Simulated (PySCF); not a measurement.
# Structure elucidation problem

The spectra below were simulated for a compound C4H8FNSi2.

¹H NMR (500 MHz, computed): δ 5.73 (m, 1H), 5.23 (m, 1H), 4.90 (m, 1H), 4.84 (m, 1H), 1.61 (d, 3H), 1.09 (m, 1H).

¹³C{¹H} NMR (computed): δ 122.3 (C), 85.7 (CH), 15.0 (CH3), 7.3 (CH).

How the numbers were obtained: structure optimised with GFN2-xTB, shielding tensors at PBE0/pcSseg-1 (GIAO), in PySCF 2.14 (non-relativistic, a single conformation, isolated molecule, rapidly exchanging positions averaged).

Shifts are taken against calculated references (same method and geometry level): ¹H (σref 31.72), ¹³C (σref 186.93) vs TMS.

Task: What is the structure?

Result: 
- The formula gives 3 degrees of unsaturation (1 ring in the answer).
- 4 carbon signals for 4 carbons: no two carbons are equivalent.
- Carbon types of the structure: 1 × C, 2 × CH, 1 × CH3, leaving 3 H on heteroatoms.
- δC 122.3: nitrile carbon; C≡N carbons fall here, among the sp2 signals but without a proton.
- δC 85.7: sp3 CH bonded to F and 2 Si; deshielded by the electronegative neighbour.
- δC 15.0: methyl carbon; saturated and bonded to C and H only.
- δC 7.3: sp3 CH bonded to 2 Si; an electropositive neighbour leaves it electron-rich and shielded.
- δH 5.73: hydrogen on an sp3 CH bonded to F and 2 Si; its carbon carries F, an electronegative neighbour.
- δH 4.90, 4.84: hydrogen on a silicon bonded to 2 C, in a 4-membered ring.
- δH 1.61: hydrogen on a methyl carbon.

Structure: `C[C@@H]1[SiH2][C@H](F)[Si@@H]1C#N`.

This is the structure that produced the data.

Splittings by ¹⁹F in the carbon and heteronuclear signals aren't shown, as no couplings were computed. Shifts are as computed. Against solution values, carbons near 30 ppm lie about +3 ppm off and those near 130 ppm about +5 ppm. Of 1211 compounds with measured shifts, 218 miss one by over three times the rms of a fit or turn the order of signals round; such compounds aren't used in these exercises. Multiplicities follow the n + 1 count of equivalent neighbours, as no J values were calculated; m marks all less simple cases, F and P coupling included.
